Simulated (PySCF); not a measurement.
Atoms are numbered as in `[F:1][C@@H:2]1[CH:3]=[C:4]1[SiH:5]([Cl:6])[Cl:7]`. Each H is labelled by its parent atom.

Geometry: PBE0-D3(BJ)/def2-SVP; GIAO shifts from PySCF 2.14.0 with density-fitted response routines, gas phase, non-relativistic, averaged over equivalent atoms.

At PBE0/cc-pVDZ (125 basis functions, 13 s wall time on 1 thread of an Arm Neoverse V2, shared host):
```json
{"atoms": "F1", "δ (ppm)": "-152.4"}
{"atoms": "C3", "δ (ppm)": "143.3"}
{"atoms": "C4", "δ (ppm)": "133.5"}
{"atoms": "C2", "δ (ppm)": "64.7"}
{"atoms": "Si5", "δ (ppm)": "4.2"}
{"atoms": "Cl7", "δ (ppm)": "48.1"}
{"atoms": "Cl6", "δ (ppm)": "44.9"}
{"atoms": "H(C3)", "δ (ppm)": "8.68"}
{"atoms": "H(Si5)", "δ (ppm)": "6.11"}
{"atoms": "H(C2)", "δ (ppm)": "4.87"}
```

δ = σ(ref) − σ, references computed at the same level: 19F (σref 200.93) vs CFCl3; 13C (σref 196.75) and 29Si (σref 418.61) and 1H (σref 31.29) against TMS; 35Cl (σref 960.53) vs HCl.

Task: Predict the values at WP04/pcSseg-1 on the same geometry.

Result: 
| atoms | δ at WP04/pcSseg-1 | change |
| --- | --- | --- |
| F1 | -160.8 | -8.4 |
| C3 | 147.4 | +4.1 |
| C4 | 135.1 | +1.6 |
| C2 | 70.2 | +5.5 |
| Si5 | -2.2 | -6.4 |
| Cl7 | 31.6 | -16.5 |
| Cl6 | 26.1 | -18.8 |
| H(C3) | 8.37 | -0.31 |
| H(Si5) | 5.39 | -0.72 |
| H(C2) | 4.89 | +0.02 |

Shifts are taken against calculated references (same method and geometry level): 19F (σref 176.96) against CFCl3; 13C (σref 172.44) and 29Si (σref 338.69) and 1H (σref 31.56) against TMS; HCl for 35Cl (σref 900.97).

The largest change is at Cl6 (chlorine bonded to Si). Cost: 155 basis functions, 13 s wall time on 1 thread of an Arm Neoverse V2, shared host. The order of the carbon signals is the same at both levels.

Unscaled 19F shifts against computed CFCl3 carry errors that often reach 10 to 50 ppm.
